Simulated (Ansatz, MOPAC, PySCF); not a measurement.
Molecule: BNH$_{5}$ (charge 0, doublet). SMILES: [BH2-][NH3+]
Coordinates optimised at B3LYP-D3(BJ)/def2-TZVP (Ansatz, an electronic-structure program):
```
N
H 1 1.0160
H 1 1.0160 2 107.50
H 1 1.0259 2 107.16 3 114.90
B 1 1.6174 2 110.12 3 -119.97
H 5 1.1945 1 110.53 2 -50.11
H 5 1.1945 6 124.23 1 135.06
```
Charge 0, spin multiplicity 2.

Unscaled harmonic wavenumbers (cm⁻¹) in rising order, each level at the stationary point that it reaches from this structure (no distance between atoms moves by over 0.3 Å); the order of modes can differ between levels, and a negative number is imaginary. B3LYP-D3(BJ)/def2-TZVP (PySCF, at the structure above): 236, 594, 665, 717, 866, 1058, 1165, 1343, 1649, 1655, 2539, 2641, 3280, 3483, 3545.

PM6 (MOPAC): 59, 682, 743, 851, 1037, 1071, 1121, 1410, 1577, 1594, 2728, 2760, 2813, 2868, 2962. Zero-point energy 34.7 against 36.4 kcal/mol; where all levels lie over 400 cm⁻¹, the wavenumbers are on average 1.016 times those of B3LYP-D3(BJ)/def2-TZVP.

HF/3-21G (Ansatz): 224, 671, 721, 721, 994, 1135, 1238, 1477, 1852, 1852, 2610, 2697, 3589, 3692, 3717. Zero-point energy 38.9 against 36.4 kcal/mol; where all levels lie over 400 cm⁻¹, the wavenumbers are on average 1.078 times those of B3LYP-D3(BJ)/def2-TZVP.

B3LYP/6-31G* (Ansatz): 241, 598, 656, 690, 889, 1063, 1166, 1368, 1689, 1696, 2554, 2650, 3268, 3488, 3557. Zero-point energy 36.6 against 36.4 kcal/mol; where all levels lie over 400 cm⁻¹, the wavenumbers are on average 1.005 times those of B3LYP-D3(BJ)/def2-TZVP.
